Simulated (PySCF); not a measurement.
Vertical excitations of a molecule C2H4ClNSi from PySCF with TDDFT-B3LYP/def2-SVPD, as energy in eV (oscillator strength): 7.11 (0.007), 7.32 (0.012), 7.36 (0.001), 7.51 (0.025), 7.68 (0.011), 7.76 (0.029), 7.91 (0.002), 7.93 (0.008), 7.95 (0.024), 8.09 (0.007). Lowest triplet (TDA): 6.16 eV. Geometry optimised at B3LYP-D3(BJ)/def2-SVP. One conformer was computed; it need not be the lowest.

Which molecule gave these data?
A) N#CC[SiH2]Cl
B) Cl[Si@H]1C=NC1
C) C#C[Si@@H](N)Cl

A, N#CC[SiH2]Cl
